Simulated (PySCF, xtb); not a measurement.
Te(Br)(SiH3) (BrH₃SiTe), SMILES [SiH3][Te]Br.

Harmonic wavenumbers (cm⁻¹) from xtb with GFN2-xTB at its own minimum, in rising order: 78, 82, 255, 349, 491, 495, 749, 769, 795, 2286, 2302, 2325.

### Question
What does PBE-D3(BJ)/def2-SVP (PySCF) give at its own minimum? (The exact figures need the calculation; the answer reports its results.)

### Answer
75, 122, 243, 318, 516, 526, 834, 878, 908, 2153, 2180, 2187. Paired by order, the mean absolute difference is 70 cm⁻¹ and the zero-point energies are 15.7 and 15.6 kcal/mol.
